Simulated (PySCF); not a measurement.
## Cost of excited-state runs on `C=C[C@H]1C[C@@H](CC(C)=O)C1`, C$_{9}$H$_{14}$O

Molfile (atoms numbered from 1):
```
C9H14O
     RDKit          3D

 24 24  0  0  0  0  0  0  0  0999 V2000
   -4.0510   -0.1385    0.4209 C   0  0  0  0  0  0  0  0  0  0  0  0
   -2.7459   -0.0379    0.5955 C   0  0  0  0  0  0  0  0  0  0  0  0
   -1.7260   -0.3833   -0.4306 C   0  0  1  0  0  0  0  0  0  0  0  0
   -0.6211    0.6698   -0.6715 C   0  0  0  0  0  0  0  0  0  0  0  0
    0.4546   -0.4065   -0.4553 C   0  0  1  0  0  0  0  0  0  0  0  0
    1.5418   -0.0797    0.5713 C   0  0  0  0  0  0  0  0  0  0  0  0
    2.4062    1.0451    0.0436 C   0  0  0  0  0  0  0  0  0  0  0  0
    3.6255    0.5963   -0.7207 C   0  0  0  0  0  0  0  0  0  0  0  0
    2.1270    2.2051    0.2095 O   0  0  0  0  0  0  0  0  0  0  0  0
   -0.6358   -1.3849    0.0148 C   0  0  0  0  0  0  0  0  0  0  0  0
   -4.7528    0.1231    1.1946 H   0  0  0  0  0  0  0  0  0  0  0  0
   -4.4734   -0.4884   -0.5072 H   0  0  0  0  0  0  0  0  0  0  0  0
   -2.3480    0.3159    1.5386 H   0  0  0  0  0  0  0  0  0  0  0  0
   -2.2134   -0.6908   -1.3569 H   0  0  0  0  0  0  0  0  0  0  0  0
   -0.6299    1.1451   -1.6496 H   0  0  0  0  0  0  0  0  0  0  0  0
   -0.5972    1.4457    0.0907 H   0  0  0  0  0  0  0  0  0  0  0  0
    0.9169   -0.7252   -1.3923 H   0  0  0  0  0  0  0  0  0  0  0  0
    1.0644    0.2440    1.4977 H   0  0  0  0  0  0  0  0  0  0  0  0
    2.1424   -0.9698    0.7630 H   0  0  0  0  0  0  0  0  0  0  0  0
    4.3309    0.1463   -0.0235 H   0  0  0  0  0  0  0  0  0  0  0  0
    4.1012    1.4413   -1.2111 H   0  0  0  0  0  0  0  0  0  0  0  0
    3.3540   -0.1575   -1.4559 H   0  0  0  0  0  0  0  0  0  0  0  0
   -0.6283   -1.5433    1.0917 H   0  0  0  0  0  0  0  0  0  0  0  0
   -0.6538   -2.3521   -0.4828 H   0  0  0  0  0  0  0  0  0  0  0  0
  1  2  2  0
  2  3  1  0
  3  4  1  0
  4  5  1  0
  5  6  1  0
  6  7  1  0
  7  8  1  0
  7  9  2  0
  5 10  1  0
 10  3  1  0
  1 11  1  0
  1 12  1  0
  2 13  1  0
  3 14  1  6
  4 15  1  0
  4 16  1  0
  5 17  1  6
  6 18  1  0
  6 19  1  0
  8 20  1  0
  8 21  1  0
  8 22  1  0
 10 23  1  0
 10 24  1  0
M  END
```

PySCF with density fitting, on 1 thread of an Intel Xeon, shared host. Command: `OMP_NUM_THREADS=1 python excited_run.py task.json out`

**Question.** How long does this run take, and how much memory?
- magnetisability and related constants, HF/pcSseg-1; usual settings

**Answer.** 
| run | level | basis functions | wall time | peak memory (GiB) |
| --- | --- | --- | --- | --- |
| magnetisability and related constants | HF/pcSseg-1 | 240 | 99 s | 1.1 |

Times from a shared host are rough.
